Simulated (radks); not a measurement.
Ionisation of neutral sulfur, [Ne] 3s2 3p4, to [Ne] 3s2 3p3 as the strength of local exchange is varied. All-electron calculation, non-relativistic Kohn-Sham, Slater X-alpha exchange (alpha = 2/3 is LDA exchange), no correlation, spin-unpolarised, spherical densities, point nucleus. Program: a radial shooting solver on a logarithmic mesh with Libxc functionals.

\begin{tabular}{lrrrrr}
alpha & E(S) (hartree) & exchange (hartree) & IE (eV) & -e of the level emptied (eV) & <r> of it (bohr) \\ \hline
0.619 & -393.84927 & -21.15990 & 10.113 & 5.508 (3p) & 2.134 \\
0.667 & -395.49304 & -22.88234 & 10.635 & 5.959 (3p) & 2.103 \\
0.728 & -397.59047 & -25.08808 & 11.316 & 6.553 (3p) & 2.066 \\
0.732 & -397.72834 & -25.23338 & 11.361 & 6.592 (3p) & 2.064 \\
0.831 & -401.15350 & -28.85513 & 12.510 & 7.605 (3p) & 2.008 \\
0.915 & -404.07922 & -31.96682 & 13.523 & 8.509 (3p) & 1.963 \\
\end{tabular}

NIST Atomic Spectra Database: 10.360 eV (measured). The Delta-SCF value meets it near alpha = 0.64. Spin polarisation and multiplet splitting are left out, so open shells lie too high by an amount that depends on their filling.

Beside tabulated values, note that spin-unpolarised runs miss the spin-polarisation part of the exchange energy of open shells.
